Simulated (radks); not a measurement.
Question: The mercury ion Hg2+, [Xe] 4f14 5d10. All-electron calculation, non-relativistic Kohn-Sham, LDA (Slater exchange, Perdew-Wang correlation), spin-polarised, spherical densities, point nucleus. Program: a radial shooting solver on a logarithmic mesh with Libxc functionals. Every spin shell is full or empty, so the densities are truly spherical. Functionals are evaluated on that one density, not self-consistently. Rank these exchange functionals by their error against the exact value of the orbitals, and give that value: LDA, PBE, PBEsol, revPBE, AM05, APBE, TPSS, SCAN, MS2.

Answer: Exact: -344.664 hartree. From best to worst, with 100 (|E| - |E exact|)/|E exact| (equal figures are ties): SCAN +0.06, revPBE -0.25, APBE +0.25, PBE -0.33, TPSS -0.42, MS2 -0.66, PBEsol -1.79, AM05 -3.59, LDA -3.79.
